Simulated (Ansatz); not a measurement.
C2H3O, charge -1, singlet, at a GFN2-xTB geometry (a gas-phase anion, which may not be bound at this level); CCSD(T)/6-31G** in Ansatz (a program for electronic structure).

Input for Ansatz:
Ansatz 0.2 input:
```yaml
crystal:
  periodic: [false, false, false]
  atoms:
    - {symbol: O, position_ang: [1.14119970, 0.27275617, -0.37828883]}
    - {symbol: C, position_ang: [0.01399973, 0.30902939, 0.19007090]}
    - {symbol: H, position_ang: [-0.19132679, 1.20747699, 0.86167798]}
    - {symbol: C, position_ang: [-1.01879722, -0.56413534, 0.13347947]}
    - {symbol: H, position_ang: [-1.93523585, -0.39299447, 0.68579554]}
    - {symbol: H, position_ang: [-0.97425000, -1.46589618, -0.46246509]}
basis:
  gaussian:
    orbitals: 6-31G__.json
total_charge: -1
magnetization: {spin_polarized: false}
correlation: {method: ccsd_t, electrons: outside_noble_gas}
accuracy: high
```
The basis file holds 6-31G** in the JSON format of the Basis Set Exchange.

What the program printed (banner, timings and long lists left out):

```
Functional definition: HF
1312 factors; integrals over basis functions are off by at most 3.2e-9 eV
mean field evaluation 1: about -4142.3545 eV, gradient 2.6e1 eV
mean field evaluation 2: about -4142.3590 eV, gradient 2.6e1 eV
mean field evaluation 4: about -4143.9593 eV, gradient 3.3e0 eV
mean field evaluation 8: about -4143.9871 eV, gradient 4.8e-4 eV
mean field evaluation 16: about -4143.9527 eV, gradient 3.3e0 eV
mean field -4143.98714635 eV, -152.2887187331 hartree, gradient 2.1e-8 eV, S^2 0.000000; 0 other end points of the search recorded, 0 dependent functions left out
3 core orbitals not correlated
reference -4143.98714635 eV, -152.2887187331 hartree; 9, 9 occupied and 48, 48 virtual orbitals, 1312 factors
second order -12.47208791 eV of doubles, -0.00000000 eV of singles
cycle   1  -12.58094209 eV  change   -1.1e-1 eV  update   9.8e-2
cycle   2  -12.91795750 eV  change   -3.4e-1 eV  update   3.2e-2
cycle   3  -13.02669169 eV  change   -1.1e-1 eV  update   1.8e-2
cycle   4  -13.02523252 eV  change    1.5e-3 eV  update   4.8e-3
cycle   5  -13.02137220 eV  change    3.9e-3 eV  update   1.9e-3
cycle   6  -13.02147689 eV  change   -1.0e-4 eV  update   5.4e-4
cycle   7  -13.02131265 eV  change    1.6e-4 eV  update   2.1e-4
cycle   8  -13.02119413 eV  change    1.2e-4 eV  update   6.0e-5
cycle   9  -13.02120853 eV  change   -1.4e-5 eV  update   2.5e-5
cycle  10  -13.02121051 eV  change   -2.0e-6 eV  update   9.5e-6
cycle  11  -13.02120679 eV  change    3.7e-6 eV  update   3.3e-6
cycle  12  -13.02120989 eV  change   -3.1e-6 eV  update   1.7e-6
cycle  13  -13.02120950 eV  change    3.9e-7 eV  update   4.5e-7
cycle  14  -13.02121030 eV  change   -8.1e-7 eV  update   2.1e-7
cycle  15  -13.02121044 eV  change   -1.4e-7 eV  update   8.3e-8
cycle  16  -13.02121039 eV  change    5.0e-8 eV  update   4.2e-8
cycle  17  -13.02121036 eV  change    3.2e-8 eV  update   2.6e-8
cycle  18  -13.02120974 eV  change    6.2e-7 eV  update   1.4e-7
cycle  19  -13.02120972 eV  change    1.6e-8 eV  update   4.0e-8
cycle  20  -13.02120967 eV  change    4.7e-8 eV  update   1.3e-8
cycle  21  -13.02120966 eV  change    1.2e-8 eV  update   3.9e-9
cycle  22  -13.02120966 eV  change    1.7e-9 eV  update   1.1e-9
perturbative correction -0.42937898 eV, -0.0157793863 hartree
Total energy: -4157.43773499 eV, -152.7830187483 hartree
```
